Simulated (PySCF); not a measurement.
Level of theory: shieldings: GIAO PBE0/pcSseg-1, structure optimised with GFN2-xTB, in PySCF (averaged over atoms made equivalent by symmetry, fast rotation or ring inversion, no solvent model, single conformer, non-relativistic).

Chemical shifts δ = σref − σ; TMS for $^{1}$H (σ = 31.72 ppm), $^{13}$C (σ = 186.93 ppm), all at this level. Acid and N–H amide carbonyl carbons lie up to 10 ppm further downfield in solution (hydrogen bonding). Shifts are as computed. Against solution values, carbons near 30 ppm lie about +3 ppm off and those near 130 ppm about +5 ppm. Of 1309 compounds with measured shifts, 239 miss one by over three times the rms of a fit or turn the order of signals round; such compounds aren't used in these exercises. OH and NH positions are gas-phase values without hydrogen bonding to other molecules.

Problem. Order these molecules by the shift of their most deshielded carbon-bound hydrogen, lowest δ first.
A. CC[SiH2]C#C[SiH2]C(=O)OC
B. CC#C/C(=C\[SiH2]CF)CC
C. C/C=C1\[SiH2][C@@H](C2CC2)[C@@H]1F
D. NC(=O)[Si@@H]1C[C@H]1[SiH](O)O

Solution. D (0.69 ppm, hydrogen on a three-membered-ring carbon), A (3.99 ppm, hydrogen on a methyl carbon bonded to O), B (6.21 ppm, hydrogen on an alkene CH), C (6.91 ppm, hydrogen on an alkene CH).

Problem. Order these molecules by the shift of their most deshielded carbon, lowest δ first.
A. CC[SiH2]C#C[SiH2]C(=O)OC
B. C/C=C1\[SiH2][C@@H](C2CC2)[C@@H]1F
C. CC#C/C(=C\[SiH2]CF)CC

Solution. B (151.0 ppm, alkene CH), C (157.3 ppm, fully substituted alkene carbon), A (185.6 ppm, carbonyl carbon).

Problem. How many $^{13}$C and $^{1}$H signals does each give (equivalence by symmetry and fast rotation, but not about amide C–N or C=N bonds)? `C=C(C)[C@@H]1[SiH2]/C(=C\C)[C@H]1F`, `CC#C/C(=C\[SiH2]CF)CC`, `NC(=O)[Si@@H]1C[C@H]1[SiH](O)O`, `CC[SiH2]C#C[SiH2]C(=O)OC`, `C/C=C1\[SiH2][C@@H](C2CC2)[C@@H]1F`

Solution. C=C(C)[C@@H]1[SiH2]/C(=C\C)[C@H]1F: 8 C, 9 H; CC#C/C(=C\[SiH2]CF)CC: 8 C, 6 H; NC(=O)[Si@@H]1C[C@H]1[SiH](O)O: 3 C, 8 H; CC[SiH2]C#C[SiH2]C(=O)OC: 6 C, 5 H; C/C=C1\[SiH2][C@@H](C2CC2)[C@@H]1F: 8 C, 11 H.
